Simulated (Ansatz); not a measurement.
Ansatz (an electronic-structure program) input (B3LYP-D3(BJ)/def2-TZVP):

Ansatz 0.2 input:
```yaml
crystal:
  periodic: [false, false, false]
  atoms:
    - {symbol: C, position_ang: [-0.43645437, 0.17143429, 0.12164125]}
    - {symbol: N, position_ang: [0.67544959, -0.26530887, -0.18824998]}
    - {symbol: H, position_ang: [-1.41011651, -0.44169056, 0.22509177]}
    - {symbol: H, position_ang: [-0.69930434, 1.27024694, 0.36281065]}
basis:
  gaussian:
    orbitals: def2-TZVP
hamiltonian:
  xc: b3lyp
  dispersion: d3bj
total_charge: -1
phonons: {temperatures: {t_min: 298.15, t_max: 298.15, t_step: 100}}
```

Output:

```
Functional definition: B3LYP
integrals: 0.01 GiB planned
423 factors; their error is unknown
mean field: 0.13 GiB planned
mean field evaluation 1: about -2558.1783 eV, gradient 1.6e1 eV
mean field evaluation 2: about -2556.6498 eV, gradient 3.1e1 eV
mean field evaluation 4: about -2558.7679 eV, gradient 1.8e0 eV
mean field evaluation 8: about -2558.7763 eV, gradient 1.4e-2 eV
mean field evaluation 16: about -2558.7767 eV, gradient 1.6e-5 eV
mean field -2558.77669213 eV, -94.0333090345 hartree, gradient 1.6e-5 eV, S^2 0.000000; 0 other end points of the search recorded, 0 dependent functions left out
the calculation of the forces begins
reference -2558.77689489 eV, -94.0333164859 hartree; 8, 8 occupied and 66, 66 virtual orbitals, 423 factors
these checks for a lower state are left out or cut short: stability, starts, cluster_reference, orbital_swaps, neighbouring_geometries, increment
integrals: 0.01 GiB planned
423 factors; their error is unknown
mean field: 0.14 GiB planned
mean field -2558.77656489 eV, -94.0333043587 hartree, gradient 4.8e-7 eV, S^2 0.000000; 0 other end points of the search recorded, 0 dependent functions left out
the calculation of the forces begins
reference -2558.77676784 eV, -94.0333118169 hartree; 8, 8 occupied and 66, 66 virtual orbitals, 423 factors
these checks for a lower state are left out or cut short: stability, starts, cluster_reference, orbital_swaps, neighbouring_geometries, increment
integrals: 0.01 GiB planned
423 factors; their error is unknown
mean field: 0.14 GiB planned
mean field -2558.77656882 eV, -94.0333045029 hartree, gradient 4.8e-7 eV, S^2 0.000000; 0 other end points of the search recorded, 0 dependent functions left out
the calculation of the forces begins
reference -2558.77677139 eV, -94.0333119475 hartree; 8, 8 occupied and 66, 66 virtual orbitals, 423 factors
these checks for a lower state are left out or cut short: stability, starts, cluster_reference, orbital_swaps, neighbouring_geometries, increment
integrals: 0.01 GiB planned
423 factors; their error is unknown
mean field: 0.14 GiB planned
mean field evaluation 32: about -2558.7751 eV, gradient 3.1e-1 eV
mean field -2558.77661237 eV, -94.0333061037 hartree, gradient 4.8e-7 eV, S^2 0.000000; 0 other end points of the search recorded, 0 dependent functions left out
the calculation of the forces begins
reference -2558.77681496 eV, -94.0333135484 hartree; 8, 8 occupied and 66, 66 virtual orbitals, 423 factors
these checks for a lower state are left out or cut short: stability, starts, cluster_reference, orbital_swaps, neighbouring_geometries, increment
integrals: 0.01 GiB planned
423 factors; their error is unknown
mean field: 0.13 GiB planned
mean field -2558.77660359 eV, -94.0333057810 hartree, gradient 4.8e-7 eV, S^2 0.000000; 0 other end points of the search recorded, 0 dependent functions left out
the calculation of the forces begins
reference -2558.77680654 eV, -94.0333132390 hartree; 8, 8 occupied and 66, 66 virtual orbitals, 423 factors
these checks for a lower state are left out or cut short: stability, starts, cluster_reference, orbital_swaps, neighbouring_geometries, increment
integrals: 0.01 GiB planned
423 factors; their error is unknown
mean field: 0.14 GiB planned
mean field -2558.77664579 eV, -94.0333073318 hartree, gradient 4.7e-7 eV, S^2 0.000000; 0 other end points of the search recorded, 0 dependent functions left out
the calculation of the forces begins
reference -2558.77684853 eV, -94.0333147824 hartree; 8, 8 occupied and 66, 66 virtual orbitals, 423 factors
these checks for a lower state are left out or cut short: stability, starts, cluster_reference, orbital_swaps, neighbouring_geometries, increment
integrals: 0.01 GiB planned
423 factors; their error is unknown
mean field: 0.13 GiB planned
mean field -2558.77665027 eV, -94.0333074962 hartree, gradient 4.8e-7 eV, S^2 0.000000; 0 other end points of the search recorded, 0 dependent functions left out
the calculation of the forces begins
reference -2558.77685305 eV, -94.0333149484 hartree; 8, 8 occupied and 66, 66 virtual orbitals, 423 factors
these checks for a lower state are left out or cut short: stability, starts, cluster_reference, orbital_swaps, neighbouring_geometries, increment
integrals: 0.01 GiB planned
423 factors; their error is unknown
mean field: 0.14 GiB planned
mean field evaluation 64: about -2558.7766 eV, gradient 2.5e-1 eV
mean field -2558.77667465 eV, -94.0333083922 hartree, gradient 4.8e-7 eV, S^2 0.000000; 0 other end points of the search recorded, 0 dependent functions left out
the calculation of the forces begins
reference -2558.77687738 eV, -94.0333158423 hartree; 8, 8 occupied and 66, 66 virtual orbitals, 423 factors
these checks for a lower state are left out or cut short: stability, starts, cluster_reference, orbital_swaps, neighbouring_geometries, increment
integrals: 0.01 GiB planned
423 factors; their error is unknown
mean field: 0.14 GiB planned
mean field -2558.77667456 eV, -94.0333083890 hartree, gradient 4.8e-7 eV, S^2 0.000000; 0 other end points of the search recorded, 0 dependent functions left out
the calculation of the forces begins
reference -2558.77687736 eV, -94.0333158417 hartree; 8, 8 occupied and 66, 66 virtual orbitals, 423 factors
Total energy: -2558.83550474 eV, -94.0354703581 hartree
Atom 0 at    -0.436454     0.171434     0.121641 Å, force    -0.000045     0.000018     0.000013 eV/Å
Atom 1 at     0.675450    -0.265309    -0.188250 Å, force     0.000094    -0.000037    -0.000026 eV/Å
Atom 2 at    -1.410117    -0.441691     0.225092 Å, force    -0.000038    -0.000023     0.000004 eV/Å
Atom 3 at    -0.699304     1.270247     0.362811 Å, force    -0.000011     0.000042     0.000009 eV/Å
Dipole moment:    -0.311458     0.122337     0.086804 e Å
Vibrations: 1009.92 1160.44 1499.07 1714.78 2119.07 2431.69 cm⁻¹, zero-point energy 0.615889 eV
```

It need not be the lowest isomer of its formula. Whether it binds its extra electron was not tested at this geometry.
